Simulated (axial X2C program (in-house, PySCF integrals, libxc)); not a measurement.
**Density and ELF of InH**

Computed with an in-house relativistic program for diatomic molecules. Two-component (2c) means X2C with spin–orbit coupling and atomic mean-field two-electron Coulomb and Gaunt terms. Basis: In dyall-cv3z [11s12p9d4f1g], H dyall-v3z [6s2p1d] (cores contracted in-house); Gaussian nuclei, density fitting, unrestricted open shells. Masses: In 114.904 u, H 1.008 u.

PBE0, with spin–orbit coupling, state Ω = 0 (closed shell); In at z = 0, H at z = 1.851 Å.

The maps cover the half plane through the axis: z from -2.4 to 4.2 Å along the bond, ρ from 0.15 to 2.25 Å away from it (steps of 0.3 Å, the bottom row nearest the axis).

log10 of the density in e/bohr³:

digits 0 to 9 span -5.11 to 1.81 evenly
```
12222233222222221111000
22233333333322222211100
22333344443333333222110
23334444444444333322211
23344455555444444332211
33444556665555544433221
33445567776555555433221
33445678987656665443221
```

Electron localisation function (collinear form, no current term, damped to 0 at low density):

digits 0 to 9 span 0.00 to 1.00 evenly
```
00134442100000000000000
02577754210000121000000
25888754211002467520000
58998643221125899962000
79997532221248999996100
89986323442259999998300
99985347774259999999500
99985363736259999999610
```

Occupations by symmetry block were frozen at the best pattern of an incomplete PBE0 search.
